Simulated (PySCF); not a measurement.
CH9ClOSi3, SMILES CO[Si@H]([SiH3])[SiH2]Cl. The structure is a stationary point at B3LYP-D3(BJ)/def2-SVP. The structure was generated by enumeration; whether it is a known compound was not checked. Other conformers were not sampled.

Computed equilibrium geometry at B3LYP-D3(BJ)/def2-SVP (PySCF confirms it by a frequency run) as Cartesian coordinates in Å (one conformer of several):
```xyz
15

C     -2.1680    -2.0977     0.1242
O     -1.5061    -1.5495    -0.9925
Si    -0.1649    -0.5483    -0.8863
Si     1.5440    -1.4702     0.4622
Si    -0.7053     1.5470     0.0525
Cl     1.1510     2.3405     0.6313
H     -1.4901    -2.7106     0.7490
H     -2.9820    -2.7471    -0.2327
H     -2.6105    -1.3167     0.7713
H      0.3135    -0.3514    -2.2823
H      1.1963    -1.3271     1.9069
H      1.7075    -2.9236     0.1572
H      2.8314    -0.7682     0.1969
H     -1.5533     1.4241     1.2734
H     -1.3562     2.5153    -0.8741
```
Charge 0, spin multiplicity 1.
